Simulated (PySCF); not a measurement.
**Static response to an electric field**

C₂H₉FGa₂O₂.
Geometry (PBE0-D3(BJ)/def2-SVP, Å), atoms numbered from 1 in this order:
```xyz
16
C2H9FGa2O2 angstrom
C     -2.5513   -0.5660    0.2574
O     -1.1781   -0.2818    0.2694
Ga     0.2979   -1.5242    0.4312
O      1.2284    0.1866    0.1715
C      2.5484    0.5496    0.1059
F      2.6039    1.9058   -0.0578
Ga    -0.2854    1.4525    0.0557
H     -2.9231   -0.7965    1.2711
H     -3.1186    0.2978   -0.1260
H     -2.7698   -1.4247   -0.4003
H      0.4149   -2.3937   -0.8673
H      0.4841   -1.9900    1.9154
H      3.0509    0.0839   -0.7626
H      3.0824    0.3000    1.0419
H     -0.4968    1.9352   -1.4171
H     -0.4108    2.2609    1.3887
```

Level: wB97X-D/def2-SVPD (PySCF), static field, nuclei fixed, core orbitals frozen in the response. The polarisability tensor in these axes (au):

```
x   94.25  0.94  0.21
y    0.94 91.61 -0.74
z    0.21 -0.74 85.46
```

Q: What are the eigenvalues, a third of the trace, and Δα (Δα² = ½Σ(αi − αj)² over the three pairs)?

A: Principal values 85.36, 91.41 and 94.54 au; mean 90.44 au = 13.40 Å³ = 14.91 × 10⁻⁴⁰ C²·m²/J; Δα = 8.08 au (9 % of the mean).

Q: What is the dipole moment, and where does it point?

A: (-0.57, -1.45, 0.10) D, 1.56 D in size, pointing from the negative to the positive side. Measured along this direction, the outermost atoms are F6 at the negative end and H10 at the positive end.

Q: What would n − 1 = 2πNα be for an ideal gas of these molecules at 273.15 K and 1 atm, electronic part alone?

A: N = p/kT = 2.6868 × 10¹⁹ cm⁻³, so n − 1 = 2π × N × 13.40 × 10⁻²⁴ cm³ = 2262 × 10⁻⁶ at long wavelengths.

Q: Give the eigenvalues of the traceless quadrupole moment Θ = ½Σq(3rr − r²1), origin at the centre of nuclear charge.

A: -9.29, -6.21, 15.50 D·Å. The values depend on the origin, since the dipole doesn't vanish. The electronic extent ⟨r²⟩ about the same centre is 1636 bohr², a root-mean-square distance of 2.06 Å for the 108 electrons.

Q: Find the Langevin capture rate constant for H3+ (3.023 u) meeting this molecule (221.910 u), k = 2.342 × 10⁻⁹ cm³/s × √(α in Å³ / reduced mass in u).

A: The reduced mass is 2.98 u, so k = 4.96 × 10⁻⁹ cm³/s. The formula leaves out the permanent dipole, which adds to the capture rate.

Q: Rayleigh depolarisation ratio (linearly polarised light, static tensor)?

A: ρ = 3Δα²/(45ᾱ² + 4Δα²) = 196.0/(368057 + 261.3) = 0.000532.

One conformer (not necessarily the lowest) at the PBE0-D3(BJ)/def2-SVP geometry, without solvent, vibrations or thermal averaging. The calculation is non-relativistic, for gallium too.
